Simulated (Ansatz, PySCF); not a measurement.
BHN, SMILES B=[N] (connectivity only; charge and spin as stated), charge -1, multiplicity 1.

Geometry optimised at B3LYP-D3(BJ)/def2-TZVPD. The spin state was assumed, not searched. The isomer is the one that the SMILES or the coordinates give; other isomers of the formula were not compared.

Estimates of the vertical detachment energy (IE) of the anion in eV. Rows of orbital energies are one-electron estimates, which approximate functionals can put far too low.

| level | IE |
|---|---|
| −ε(HOMO), −ε(LUMO), PBE0/def2-TZVPD (PySCF) | 0.57 |
| −ε(HOMO), −ε(LUMO), HF/def2-TZVPD (PySCF) | 3.12 |
| −ε(HOMO), −ε(LUMO), PBE/def2-TZVPD (PySCF) | -0.54 |
| EOM-CCSD/aug-cc-pVDZ (PySCF) | 3.03 |
| ΔSCF, PBE0/def2-TZVPD (Ansatz), final states of multiplicity 2 | 2.84 |
| ΔSCF, PBE/def2-TZVPD (Ansatz), final states of multiplicity 2 | ? |

**Question.** Complete the blanks. (The exact figures need the calculation; the answer reports its results.)

**Answer.** 
- ΔSCF, PBE/def2-TZVPD (Ansatz, a first-principles code), final states of multiplicity 2, IE: 3.08

**Question.** What vertical singlet–triplet gap does ΔSCF give with PBE0/def2-TZVPD (Ansatz) and with PBE/def2-TZVPD (Ansatz)? (An estimate is asked for; the answer gives what the named calculation found.)

**Answer.** 3.73 and 3.93 eV (triplet above singlet where positive).
